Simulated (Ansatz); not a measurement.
Cost and result for the atomization energy of B₂FH₃OSi (8 atoms, 9 bonds).

```xyz
8

B     0.909    0.697    0.385
B    -0.208   -0.039    1.322
O    -1.157   -0.842    0.995
Si   -0.470   -0.426   -0.644
F    -1.651    0.292   -1.422
H     1.995    0.187    0.417
H     0.822    1.877    0.203
H    -0.240   -1.746   -1.257
```

Charge 0, multiplicity 1. The bonds changed during the relaxation, so this is another structure than the one it started from. The geometry is a stationary point of PBE0-D4/def2-TZVP. Program: Ansatz. All runs use 2 threads of an AMD EPYC 7B13 on a shared host. Times are those of one run each, without the atoms' runs, and a repeat can differ threefold. Electronic energies, without spin–orbit coupling; frozen cores. CCSD(T)/CBS adds CCSD(T) − MP2 in def2-TZVPP to the MP2 limit, and its time is that of the two runs behind it. T1 = 0.016. B3LYP takes the VWN-RPA correlation (the form of Gaussian; ORCA's B3LYP/G).

CCSD(T)/CBS is a level of theory with its own doubt, some kJ/mol a heavy atom from the limit and from the frozen cores, so smaller differences don't rank the functionals.

```csv
level,functions,wall time
revPBE-D4/def2-TZVPP,208,2.2 s
PBE-D4/def2-TZVPP (with forces),208,2.6 s
BHLYP-D4/def2-TZVPP,208,3.1 s
CAM-B3LYP-D4/def2-TZVPP,208,3.4 s
CCSD(T)/def2-SVP,89,3.5 s
B3LYP-D4/def2-TZVPP (with forces),208,4.1 s
r2SCANh-D4/def2-TZVPP,208,4.5 s
PBE-QIDH/def2-TZVPP,208,5.5 s
ωB97X-V/def2-TZVPP,208,7.5 s
ωB97M-V/def2-TZVPP (with forces),208,10 s
MP2/def2-QZVPP,388,18 s
CCSD(T)/def2-TZVPP,208,69 s
CCSD(T)/CBS(def2),–,86 s
```

**Question.** What atomization energy does each give, and how far from CCSD(T)/CBS? (Estimate.)

**Answer.** The calculation gave: 
```tsv
level	atomization (kJ/mol)	difference from CCSD(T)/CBS	per bond
revPBE-D4/def2-TZVPP	3127.9	0.7	0.1
PBE-D4/def2-TZVPP (with forces)	3222.2	95.0	10.6
BHLYP-D4/def2-TZVPP	3022.5	-104.7	-11.6
CAM-B3LYP-D4/def2-TZVPP	3149.6	22.4	2.5
CCSD(T)/def2-SVP	2932.7	-194.5	-21.6
B3LYP-D4/def2-TZVPP (with forces)	3129.5	2.3	0.3
r2SCANh-D4/def2-TZVPP	3157.3	30.1	3.3
PBE-QIDH/def2-TZVPP	3125.2	-2.0	-0.2
ωB97X-V/def2-TZVPP	3144.9	17.7	2.0
ωB97M-V/def2-TZVPP (with forces)	3157.3	30.1	3.4
MP2/def2-QZVPP	3202.2	75.0	8.3
CCSD(T)/def2-TZVPP	3041.2	-86.0	-9.5
CCSD(T)/CBS(def2)	3127.2	0.0	0.0
```

In def2-TZVPP, CCSD(T) changes the Hartree–Fock value by +731.9 kJ/mol (the triples alone add +59.5 kJ/mol) and MP2 by +840.6 kJ/mol; breaking electron pairs costs correlation energy, which Hartree–Fock lacks. The D4 term adds +25.9 kJ/mol with B3LYP and +13.2 kJ/mol with PBE0; it sums over pairs of atoms, weighted by their polarisabilities, and B3LYP, whose exchange is more repulsive, gets the larger term. At CCSD(T), def2-SVP lies −194.4 kJ/mol from the extrapolated value and def2-TZVPP −85.9 kJ/mol: correlation converges slowly with the basis, and small sets miss more of it in the bonded molecule than in its fragments.
